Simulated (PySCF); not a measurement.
Estimate the missing entries of this data sheet.

Species: (Cl2Al-mu-OH)2.
Z-matrix (Å and degrees, PBE0-D3(BJ)/def2-SVP geometry), rows numbered from 1:
```
Al
Cl  1  2.0933
Cl  1  2.0931  2  118.23
O   1  1.8405  2  113.11  3   135.68
Al  4  1.8389  1   99.87  2   110.81
Cl  5  2.0935  4  113.11  1  -110.89
Cl  5  2.0934  4  113.23  1   111.56
O   1  1.8391  2  113.28  3  -135.45
H   4  0.9608  1  129.87  2   -63.72
H   8  0.9607  1  130.03  2    72.90
```

| property | level | value |
| --- | --- | --- |
| rotational constants A, B, C | PBE0-D3(BJ)/def2-SVP | ? |
| dipole moment | wB97X-D/def2-SVPD | 0.03 D |
| HOMO energy | wB97X-D/def2-SVPD | -11.06 eV |
| LUMO energy | wB97X-D/def2-SVPD | 0.35 eV |
| lowest singlet excitation | TDDFT wB97X-D/def2-SVPD | 7.56 eV (164 nm, f = 0.041) |
| lowest triplet excitation (Tamm–Dancoff) | TDA wB97X-D/def2-SVPD | ? |
| static isotropic polarisability | wB97X-D/def2-SVPD | 100.6 au |
| vertical ionisation energy | ΔSCF wB97X-D/def2-SVPD | 11.38 eV |
| electronic spatial extent ⟨r²⟩ about the centre of nuclear charge | wB97X-D/def2-SVPD | 2781 bohr² |
| 1H chemical shifts (computed TMS as zero) by class | GIAO B3LYP/pcSseg-1 (pcSseg-2 on Al) | 2.74 (H9/H10) ppm |
| isotropic shieldings of nuclei other than C and H, by class | GIAO B3LYP/pcSseg-1 (pcSseg-2 on Al) | 273 (O4/O8), 462 (Al1/Al5), 964 (Cl2/Cl3/Cl6/Cl7) ppm |
| core binding energies | ΔSCF SCAN, pcX-2 on the ionised atom, pcseg-1 elsewhere, spin-free X2C, 2p3/2 from a spin–orbit splitting computed afterwards within the 2p shell | ? |

Gas-phase values; electronic properties from PySCF, density fitting. The structure is a single PBE0-D3(BJ)/def2-SVP conformer in the gas phase; no vibrational or solvent corrections.

(1) What is the lowest triplet excitation (Tamm–Dancoff)?

(2) The rotational constants A, B, C?

(3) Give the core binding energies.

Answers

(1) 7.36 eV.

(2) 1.001, 0.493, 0.356 GHz.

(3) Cl2p3/2 206.0 (Cl2/Cl3/Cl6/Cl7), O1s 540.8 (O4/O8), Al1s 1569.3 (Al1/Al5), Cl1s 2828.6 (Cl2/Cl3/Cl6/Cl7) eV.

No computed singlet falls in the visible range (750 to 380 nm, 1.65 to 3.26 eV); S1 lies 4.30 eV above its blue end. The vertical singlet–triplet gap S1 − T1 is 0.20 eV (TDDFT singlet less Tamm–Dancoff triplet). The polarisability is 14.91 Å³ as a volume (1 au = 0.148185 Å³), or 0.90 au for each of the 112 electrons. The principal polarisabilities are 84.9, 106.9 and 110.0 au; their mean is the isotropic value.
